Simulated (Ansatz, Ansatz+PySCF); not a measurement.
```yaml
atoms:
  - { symbol: Co, position_ang: [0.0000, 0.0000, 0.0000] }
  - { symbol: O, position_ang: [0.0000, 0.0000, 1.6290] }
```

Basis set: def2-SVP (spherical functions). Frozen core: 6 orbitals. Correlation on ROHF uses semicanonical orbitals with singles. Charge 0, multiplicity 4.

Computed with Ansatz (development build ahead of 0.2.0); each method stands on the lowest determinant of its kind that the runs found. Restricted functionals stand beside restricted open-shell atoms, which can lie above the unrestricted atoms usual in DFT and then raise those values.

Question: Give the atomization energy at this shape (free ground-state atoms in the same class of orbitals less the molecule, no zero-point energy) of quartet CoO by ωB97X (unrestricted), ωB97X (restricted open-shell), r²SCAN (unrestricted), PBE (unrestricted), PBE0 (unrestricted), PBE0 (restricted open-shell), ROHF-MP2, UHF-MP2, UHF, ROHF.

Answer:

```csv
method,atomization energy
ωB97X (unrestricted),3.54 eV
ωB97X (restricted open-shell),3.47 eV
r²SCAN (unrestricted),4.55 eV
PBE (unrestricted),5.24 eV
PBE0 (unrestricted),3.48 eV
PBE0 (restricted open-shell),3.44 eV
ROHF-MP2,2.61 eV
UHF-MP2,1.18 eV
UHF,-0.03 eV
ROHF,-1.63 eV
```

Caution: another spin multiplicity may lie lower. Caution for ωB97X (unrestricted), PBE0 (unrestricted): the unrestricted determinant is spin contaminated. Caution for ROHF-MP2, ROHF: an unrestricted determinant lies well below. Caution for UHF-MP2, UHF: the unrestricted determinant is a mixture of spin states. Caution for ROHF: the molecule lies well above its atoms at this level.
